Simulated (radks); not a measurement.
Values are calculated unless marked as measured or tabulated.
Species: Er2+. Configuration: [Xe] 4f10.5 6s0.5 6p1 (fractional occupations, a model configuration). Level of theory: scalar-relativistic Kohn-Sham, PBEsol, spin-polarised, spherical densities, point nucleus; open shells are filled with parallel spins first (spin-orbit coupling, left out, can overturn this in heavy ions) (a radial shooting solver on a logarithmic mesh with Libxc functionals).

Normalised radial functions P(r) = r R(r), r in bohr:

r	6s down
0.001166	0.0226
0.001855	0.0320
0.002926	0.0437
0.004654	0.0567
0.007342	0.0663
0.01168	0.0638
0.01842	0.0355
0.0293	-0.0276
0.04623	-0.0959
0.07353	-0.0819
0.116	0.0673
0.1845	0.1445
0.2911	-0.0962
0.463	-0.1862
0.7305	0.2274
1.162	0.2712
1.833	-0.3608
2.915	-0.6798
4.599	-0.3051
7.315	-0.0329
11.54	-0.0006

6s down (empty): eigenvalue -17.819 eV, 5 radial nodes at r = 0.0246, 0.0974, 0.253, 0.585, 1.45 bohr, <r> = 3.01 bohr, 90 % of the charge inside 4.27 bohr.
